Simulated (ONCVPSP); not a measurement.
# Pt, ONCV: configuration errors across variants

```json
{
  "Element": "platinum",
  "Generator": "ONCVPSP 4.0.1",
  "Type": "optimised norm-conserving Vanderbilt (ONCV)",
  "Functional": "PBE",
  "Relativity": "scalar-relativistic",
  "Frozen core": "[Kr] 4d10",
  "Valence charge": "32",
  "Reference configuration": "4f14 5s2 5p6 5d9 6s0.75 (charge +0.25)",
  "Partial waves": "5s+6s: rc 1.45 bohr, ncon 4, nbas 9, qcut 6.8 1/bohr, 2 projectors; 5p: rc 1.40 bohr, ncon 3, nbas 6, qcut 8.4 1/bohr, 3 projectors, debl 1.3 Ha; 5d: rc 1.70 bohr, ncon 4, nbas 9, qcut 9 1/bohr, 2 projectors, debl 1.2 Ha; 4f: rc 0.50 bohr, ncon 4, nbas 8, qcut 21.6 1/bohr, 3 projectors, debl 3.1 Ha",
  "Local potential": "polynomial inside 0.45 bohr (lpopt 5, dvloc0 4 Ha)",
  "Core correction": "Teter function, fcfact 4.25, rcfact 1.3"
}
```

In the p channel the program set the typed energies aside and used -2.130, 0.250, 1.550 Ha.

All-electron excitation energies from the reference (eV): (1) 4f14 5s2 5p6 5d9 6s1 -1.628; (2) 4f14 5s2 5p6 5d9 6s0 7.566; (3) 4f14 5s2 5p6 5d8 6s0 27.532; (4) 4f13 5s2 5p6 5d10 6s0 76.508.

2 further variants failed, have other tests or too few solved ones, and are left out.

A true bound ghost makes a file unfit for plane-wave use even where its test errors are small: the radial tests pick states by their node count and pass the ghost by.

Errors AE − PS in meV (a dash: test not solved or not reliable):

```tsv
change	(1)	(2)	(3)	(4)	bound ghosts	GHOST(+) flags above zero
base	+0.6	-3.9	-5.6	-639	s, p, d, f	s, f
core correction none	+0.6	-3.9	-5.6	-590	s, p, d, f	s, f
d: rc 1.74	+0.6	-3.9	-5.7	-637	s, p, d, f	s, f
local potential polynomial inside 0.35 bohr (lpopt 5, dvloc0 3 Ha)	+0.6	-3.9	-5.7	-707	s, p, d, f	f
p: qcut 6.3	+0.6	-3.9	-5.6	-593	s, p, d, f	s, f
local potential polynomial inside 0.45 bohr (lpopt 5, dvloc0 5 Ha)	+0.6	-3.9	-5.6	-648	s, p, d, f	s, f
core correction Teter function, fcfact 4.25, rcfact 1.96	+0.5	-5.4	-9.2	-699	s, p, d, f	s, f
```

**Question.** Give the same row for: core correction Teter function, fcfact 1.2, rcfact 1.3.

**Answer.** +0.6, -3.9, -5.6, -610; bound ghosts: s, p, d, f; GHOST(+) flags above zero: s, f.
